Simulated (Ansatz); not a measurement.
One change: `O[SiH2]C#C[SiH3]` becomes `FC#C[SiH3]`.

Ansatz, PBE0-D4/def2-TZVP geometries, multiplicity 1. Each molecule was computed in one conformer, which needn't be the lowest.

| property | `O[SiH2]C#C[SiH3]` |
| --- | --- |
| HOMO–LUMO gap (PBE/def2-TZVPP) / eV | 5.09 |
| LUMO energy (B3LYP/def2-TZVPP) / eV | -1.20 |
| HOMO–LUMO gap (ωB97M-V/def2-TZVPP) / eV | 11.29 |
| size of the dipole moment (PBE/def2-TZVPP) / D | 1.32 |
| HOMO energy (PBE0/def2-TZVPP) / eV | -8.19 |
| LUMO energy (ωB97M-V/def2-TZVPP) / eV | 0.90 |

Q: What does the change do to each property? (Estimate.)

A: Computed: 
| property | `FC#C[SiH3]` | shift |
| --- | --- | --- |
| HOMO–LUMO gap (PBE/def2-TZVPP) / eV | 6.26 | 1.17 |
| LUMO energy (B3LYP/def2-TZVPP) / eV | 0.07 | 1.27 |
| HOMO–LUMO gap (ωB97M-V/def2-TZVPP) / eV | 12.64 | 1.35 |
| size of the dipole moment (PBE/def2-TZVPP) / D | 0.18 | -1.14 |
| HOMO energy (PBE0/def2-TZVPP) / eV | -8.21 | -0.02 |
| LUMO energy (ωB97M-V/def2-TZVPP) / eV | 2.19 | 1.29 |

Dipoles are sizes alone; their direction can turn.

B3LYP here is the variant with VWN-RPA as its local correlation; programs differ in this.
